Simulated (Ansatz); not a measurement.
# Nudged elastic band run: C₄H₁₂OSi

input.yaml

```yaml
crystal:
  periodic: [false, false, false]
  atoms:
    - { symbol: C, position_ang: [-1.428421, -1.314186, -0.167548] }
    - { symbol: C, position_ang: [0.078331, -1.284166, 0.198205] }
    - { symbol: C, position_ang: [0.683217, 0.149386, 0.349824] }
    - { symbol: Si, position_ang: [-0.250776, 1.249252, 1.573194] }
    - { symbol: C, position_ang: [0.811786, 0.842789, -1.042349] }
    - { symbol: O, position_ang: [1.657281, -0.014323, -1.884085] }
    - { symbol: H, position_ang: [-2.037215, -0.857016, 0.625401] }
    - { symbol: H, position_ang: [-1.764227, -2.352327, -0.300016] }
    - { symbol: H, position_ang: [-1.617906, -0.771993, -1.103982] }
    - { symbol: H, position_ang: [0.648138, -1.810307, -0.586922] }
    - { symbol: H, position_ang: [0.226499, -1.8358, 1.142205] }
    - { symbol: H, position_ang: [1.712827, 0.018059, 0.725786] }
    - { symbol: H, position_ang: [0.572032, 2.386293, 1.920733] }
    - { symbol: H, position_ang: [-0.559126, 0.507376, 2.774924] }
    - { symbol: H, position_ang: [-1.480123, 1.73622, 0.989358] }
    - { symbol: H, position_ang: [-0.200068, 0.990943, -1.488046] }
    - { symbol: H, position_ang: [1.259287, 1.857714, -0.910437] }
    - { symbol: H, position_ang: [1.651066, 0.513386, -2.764349] }
basis:
  gaussian: { orbitals: STO-3G }
hamiltonian:
  xc: r2scan
neb:
  order_check: false
  images: 7
  f_tol: 0.05
  max_iterations: 33
  initial_path: idpp
  final_atoms:
    - { symbol: C, position_ang: [-1.33733706, -1.41797078, -0.03444116] }
    - { symbol: C, position_ang: [0.1809433, -1.26554474, 0.24337618] }
    - { symbol: C, position_ang: [0.68630342, 0.21245513, 0.30539651] }
    - { symbol: Si, position_ang: [-0.26280814, 1.29593949, 1.5317956] }
    - { symbol: C, position_ang: [0.69467444, 0.85084428, -1.11868064] }
    - { symbol: O, position_ang: [1.56318423, 0.02253367, -1.96594343] }
    - { symbol: H, position_ang: [-1.9343792, -0.97460081, 0.7756088] }
    - { symbol: H, position_ang: [-1.60199719, -2.48217338, -0.11056941] }
    - { symbol: H, position_ang: [-1.61733753, -0.92810758, -0.97742299] }
    - { symbol: H, position_ang: [0.74507491, -1.78309929, -0.5516658] }
    - { symbol: H, position_ang: [0.41942098, -1.76427946, 1.19831047] }
    - { symbol: H, position_ang: [1.74049968, 0.17074107, 0.63037817] }
    - { symbol: H, position_ang: [-0.45624564, 0.58701429, 2.7767213] }
    - { symbol: H, position_ang: [-1.55017724, 1.67305061, 0.99350438] }
    - { symbol: H, position_ang: [0.49313529, 2.50109603, 1.79070374] }
    - { symbol: H, position_ang: [-0.34559841, 0.90254923, -1.51829414] }
    - { symbol: H, position_ang: [1.06835712, 1.90142677, -1.05145207] }
    - { symbol: H, position_ang: [1.47688906, 0.50942546, -2.8654295] }
```

Run as:

```bash
$ ansatz run input.yaml --threads 1 --pin off --max-ram 2048MiB --backend cpu --events-out ev --progress --plain --runs-dir out
```

Output, in part (warnings, iteration lines, the closing report on the highest movable image, with atoms numbered from 0):

```
NEB end point (image 0): max|allowed force component| = 3.504e-3 eV/Å (the criterion of neb.relax_end_points is 1.000e-2)
NEB end point (image 8): max|allowed force component| = 1.196e-2 eV/Å (the criterion of neb.relax_end_points is 1.000e-2)
NEB iter   1: max|band force component| = 1.413e0 eV/Å  barrier→ = 0.3216 eV  barrier← = 0.3215 eV  Δτ_max = 0.2000 Å  (205 SCF iters)
NEB iter   2: max|band force component| = 2.918e-1 eV/Å  barrier→ = 0.0988 eV  barrier← = 0.0987 eV  CI = image 4  Δτ_max = 0.0645 Å  (170 SCF iters)
NEB iter   3: max|band force component| = 7.875e-2 eV/Å  barrier→ = 0.0796 eV  barrier← = 0.0795 eV  CI = image 4  Δτ_max = 0.0553 Å  (167 SCF iters)
NEB iter   4: max|band force component| = 3.320e-2 eV/Å  barrier→ = 0.0756 eV  barrier← = 0.0755 eV  CI = image 4  Δτ_max = 0.1803 Å  (157 SCF iters)
NEB iter   5: max|band force component| = 2.657e-1 eV/Å  barrier→ = 0.0705 eV  barrier← = 0.0704 eV  CI = image 4  Δτ_max = 0.0913 Å  (23 SCF iters)
NEB iter   6: max|band force component| = 7.212e-2 eV/Å  barrier→ = 0.0680 eV  barrier← = 0.0679 eV  CI = image 4  Δτ_max = 0.1456 Å  (162 SCF iters)
NEB iter   7: max|band force component| = 9.437e-2 eV/Å  barrier→ = 0.0675 eV  barrier← = 0.0674 eV  CI = image 4  Δτ_max = 0.0743 Å  (162 SCF iters)
NEB iter   8: max|band force component| = 3.709e-2 eV/Å  barrier→ = 0.0674 eV  barrier← = 0.0673 eV  CI = image 4  Δτ_max = 0.0000 Å  (335 SCF iters)
Total energy: -14093.68527945 eV, -517.9333809768 hartree
Atom 0 at    -1.075819    -1.595208     0.009190 Å, force    -0.006100     0.006074    -0.003849 eV/Å
Atom 1 at     0.376583    -1.196554     0.376779 Å, force    -0.002880    -0.005122    -0.002893 eV/Å
Atom 2 at     0.681820     0.332983     0.247501 Å, force    -0.003912     0.005078     0.001671 eV/Å
Atom 3 at    -0.209232     1.401286     1.540197 Å, force     0.003862    -0.002689     0.008815 eV/Å
Atom 4 at     0.392283     0.838019    -1.201090 Å, force     0.003949    -0.007708    -0.000116 eV/Å
Atom 5 at     1.118993    -0.035765    -2.130874 Å, force    -0.000007     0.001383    -0.006541 eV/Å
Atom 6 at    -1.807630    -1.023993     0.597197 Å, force    -0.001211    -0.000497    -0.000311 eV/Å
Atom 7 at    -1.235642    -2.664432     0.206834 Å, force     0.006166    -0.000804     0.001622 eV/Å
Atom 8 at    -1.266365    -1.413530    -1.056979 Å, force    -0.002631    -0.002216     0.000102 eV/Å
Atom 9 at     1.065537    -1.742629    -0.289618 Å, force     0.002503    -0.000476     0.000425 eV/Å
Atom 10 at     0.591993    -1.520327     1.409771 Å, force     0.003151     0.004533     0.001288 eV/Å
Atom 11 at     1.767901     0.446750     0.405648 Å, force    -0.000855     0.002124    -0.001385 eV/Å
Atom 12 at     0.733435     1.845636     2.542371 Å, force    -0.001288    -0.000065     0.002991 eV/Å
Atom 13 at    -1.258975     0.658812     2.200105 Å, force    -0.002754     0.002281    -0.002087 eV/Å
Atom 14 at    -0.794004     2.564845     0.911320 Å, force     0.001951    -0.000337    -0.001749 eV/Å
Atom 15 at    -0.706199     0.826529    -1.396464 Å, force    -0.000456     0.000959     0.002228 eV/Å
Atom 16 at     0.723018     1.900863    -1.289418 Å, force    -0.000623    -0.000601     0.002652 eV/Å
Atom 17 at     0.864905     0.388013    -3.030574 Å, force     0.001134    -0.001918    -0.002864 eV/Å
Dipole moment:    -0.117025     0.183142    -0.076465 e Å
```

The run converged. The band force fell under the threshold earlier too, but the program's further tests of the path sent the band on. A vibrational analysis at the climbing image gives one clearly imaginary mode, 112i cm⁻¹: a first-order saddle point. Limits of this set-up: minimal basis.

Final band (atoms are numbered from 1 in the order of the input):

| image | path coordinate (Å) | energy (kcal/mol) | dihedral C2–C3–Si4–H14 (°) |
| --- | --- | --- | --- |
| 0 | 0.00 | 0.0 | 45 |
| 1 | 0.60 | 0.3 | 31 |
| 2 | 1.19 | 0.9 | 16 |
| 3 | 1.79 | 1.4 | 0 |
| 4 | 2.38 | 1.6 | -14 |
| 5 | 3.07 | 1.3 | -32 |
| 6 | 3.76 | 0.7 | -49 |
| 7 | 4.44 | 0.2 | -64 |
| 8 | 5.13 | 0.0 | -76 |

The run took 4.5 min on 1 thread of Intel(R) Xeon(R) Platinum 8488C (Sapphire Rapids), with other jobs on the host, peak memory 0.17 GiB.
